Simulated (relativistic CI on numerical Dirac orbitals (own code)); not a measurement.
**Calculated levels, Pb46+**

Calculated at this level of theory: Dirac-Coulomb-Breit CI, separate exchange-only KLI orbitals for each configuration, a model potential for QED, unscaled Slater integrals (own radial code, finite nucleus).

Configurations in the expansion (outside the closed core [Ar] 3d10): 4s2.4p6, 4s2.4p5.4d, 4s.4p6.4d, 4s2.4p5.4f, 4s.4p6.4f, 4p6.4d.4f, 4s2.4p5.5s, 4s2.4p5.5p, 4s.4p6.5s, 4s2.4p5.5d, 4s2.4p5.5f, 4s.4p6.5p, 4s2.4p5.5g, 4s.4p6.5d, 4p6.4f.5s, 4s.4p6.5f, 4s2.4p5.6s, 4s2.4p5.6p, 4s.4p6.5g, 4s2.4p5.6d, 4s2.4p5.6f, 4p6.4d2, 4p5.4d3, 4p5.4d2.4f, 4p5.4d2.5s, 4p5.4d2.5p, 4p6.4f2, 4p5.4d.4f2, 4p5.4f3, 4p5.4f2.5s, 4p5.4f2.5p, 4p6.4d.5s, 4p5.4d.4f.5s, 4p5.4d.5s2, 4p5.4d.5s.5p. Double excitations out of closed p, d and f shells are left out; levels of such configurations are missing from the list, as are those of other unlisted configurations, and high levels can miss mixing partners. These lack a partner that the ground configuration has and come out too high: 4s2.4p5.5d, 4s2.4p5.5f, 4s2.4p5.5g, 4s2.4p5.6s, 4s2.4p5.6p.

| No. | Configuration | Term | J | E (eV) | % | Next component (%) | Lifetime (s) |
| --- | --- | --- | --- | --- | --- | --- | --- |
| 1 | 4s2.4p6 | 1S | 0 | 0.000 | 100 |  |  |
| 2 | 4s2.4p5.4d | 3P° | 0 | 177.080 | 100 |  |  |
| 3 | 4s2.4p5.4d | 3P° | 1 | 183.093 | 70 | 29 3D° | 1.23e-10 |
| 4 | 4s2.4p5.4d | 3F° | 3 | 185.953 | 56 | 36 1F° | 3.33e-02 |
| 5 | 4s2.4p5.4d | 3D° | 2 | 187.718 | 53 | 19 3F° | 1.83e-03 |
| 6 | 4s2.4p5.4d | 3F° | 4 | 215.208 | 100 |  | 6.71e-06 |
| 7 | 4s2.4p5.4d | 1D° | 2 | 218.282 | 47 | 43 3P° | 3.82e-06 |
| 8 | 4s2.4p5.4d | 3D° | 3 | 224.667 | 69 | 29 1F° | 3.51e-06 |
| 9 | 4s2.4p5.4d | 1P° | 1 | 244.561 | 48 | 33 3D° | 7.84e-13 |
| 10 | 4s2.4p5.4d | 3F° | 2 | 344.076 | 72 | 22 1D° | 2.55e-08 |
| 11 | 4s2.4p5.4d | 1P° | 1 | 368.716 | 51 | 38 3D° | 2.26e-13 |
| 12 | 4s2.4p5.4d | 3P° | 2 | 378.651 | 44 | 38 3D° | 2.53e-08 |
| 13 | 4s2.4p5.4d | 3F° | 3 | 381.585 | 42 | 35 1F° | 2.39e-08 |
| 14 | 4s2.4p5.4f | 3D | 1 | 431.615 | 90 | 10 4s.4p6.4d 3D | 3.85e-12 |
| 15 | 4s2.4p5.4f | 3D | 2 | 438.741 | 69 | 24 3F | 2.52e-12 |
| 16 | 4s2.4p5.4f | 3G | 4 | 443.092 | 56 | 40 1G | 1.45e-12 |
| 17 | 4s2.4p5.4f | 3F | 3 | 446.517 | 57 | 19 3G | 1.46e-12 |
| 18 | 4s2.4p5.4f | 3G | 5 | 449.490 | 100 |  | 1.88e-12 |
| 19 | 4s2.4p5.4f | 1F | 3 | 451.905 | 54 | 34 3D | 2.14e-12 |
| 20 | 4s2.4p5.4f | 3F | 4 | 457.650 | 69 | 26 1G | 1.78e-12 |
| 21 | 4s2.4p5.4f | 1D | 2 | 459.497 | 61 | 31 3F | 1.99e-12 |
| 22 | 4s.4p6.4d | 3D | 1 | 487.816 | 90 | 10 4s2.4p5.4f 3D | 3.02e-13 |
| 23 | 4s.4p6.4d | 3D | 2 | 489.515 | 65 | 27 1D | 3.59e-13 |
| 24 | 4s.4p6.4d | 3D | 3 | 516.404 | 95 | 3 4s2.4p5.4f 3F | 3.82e-13 |
| 25 | 4s.4p6.4d | 1D | 2 | 525.729 | 73 | 26 3D | 3.84e-13 |
| 26 | 4s2.4p5.4f | 3G | 3 | 603.087 | 72 | 20 1F | 1.43e-12 |
| 27 | 4s2.4p5.4f | 3F | 2 | 611.006 | 44 | 36 1D | 1.34e-12 |
| 28 | 4s2.4p5.4f | 3D | 3 | 614.103 | 51 | 31 3F | 1.33e-12 |
| 29 | 4s2.4p5.4f | 3G | 4 | 614.376 | 39 | 34 1G | 1.88e-12 |
| 30 | 4s.4p6.4f | 3F° | 2 | 740.881 | 100 |  | 3.48e-13 |

Energies count from the lowest computed level; ° marks odd parity; lifetimes are radiative, by E1, M1, E2, M2, E3 decay to levels of this space only; some are left blank where a channel outside the calculation adds to the decay or the decay crosses a small, uncertain gap.

The mean weight of the leading LS term, summed over parents, in these 30 levels is 68 %, and that of the leading jj configuration (from the same eigenvectors) 96 %, so jj coupling describes them better and the LS labels are nominal.

At this charge energies of transitions that change n are usually good to better than 1 %, and those within a shell (Δn = 0) to a few per cent.

LS names give the leading component of a level, which can be under half, so a name can repeat, a term be missing and a line seem to break the LS rules.
